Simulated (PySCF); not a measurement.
# How exact exchange moves a shielding

Molecule: `C[Si](O)(O)O`, CH₆O₃Si.

Geometry:
```json
{"atom": "C1", "x (Å)": "1.456", "y (Å)": "-0.229", "z (Å)": "-0.181"}
{"atom": "Si2", "x (Å)": "-0.364", "y (Å)": "0.093", "z (Å)": "-0.053"}
{"atom": "O3", "x (Å)": "-1.271", "y (Å)": "-0.737", "z (Å)": "-1.163"}
{"atom": "O4", "x (Å)": "-0.555", "y (Å)": "1.716", "z (Å)": "-0.313"}
{"atom": "O5", "x (Å)": "-0.991", "y (Å)": "-0.403", "z (Å)": "1.409"}
{"atom": "H6", "x (Å)": "1.812", "y (Å)": "0.001", "z (Å)": "-1.197"}
{"atom": "H7", "x (Å)": "2.022", "y (Å)": "0.404", "z (Å)": "0.520"}
{"atom": "H8", "x (Å)": "1.690", "y (Å)": "-1.281", "z (Å)": "0.036"}
{"atom": "H9", "x (Å)": "-1.798", "y (Å)": "-1.450", "z (Å)": "-0.791"}
{"atom": "H10", "x (Å)": "-1.454", "y (Å)": "1.992", "z (Å)": "-0.517"}
{"atom": "H11", "x (Å)": "-0.535", "y (Å)": "-0.101", "z (Å)": "2.199"}
```

GIAO shieldings (ppm, equivalent atoms averaged) in PySCF on the PBE0-D3(BJ)/def2-SVP geometry, basis pcSseg-2, gas phase, non-relativistic:

```csv
functional,exact exchange (%),σ(Si2),σ(O3/O4/O5)
BLYP,0,345.7,256.6
BP86,0,351.0,257.3
PBE,0,351.1,257.3
B3LYP,20,359.5,263.2
mPW1PW91,25,368.5,265.9
BHandHLYP,50,380.5,271.8
HF,100,418.9,285.2
```

(1) Fit each shielding as a line in the percentage of exact exchange.

(2) What does the line predict for PBE0 (25 %), and what does the run give?

Results:

(1) σ(Si2) = 348.7 + 0.69 x (rms 2.5 ppm); σ(O3/O4/O5) = 257.5 + 0.28 x (rms 0.7 ppm). The functionals also differ in their semilocal parts, which the line can't hold; Hartree–Fock has no correlation at all.

(2) σ(Si2): 365.9 predicted, 368.6 computed; σ(O3/O4/O5): 264.5 predicted, 265.7 computed ppm.
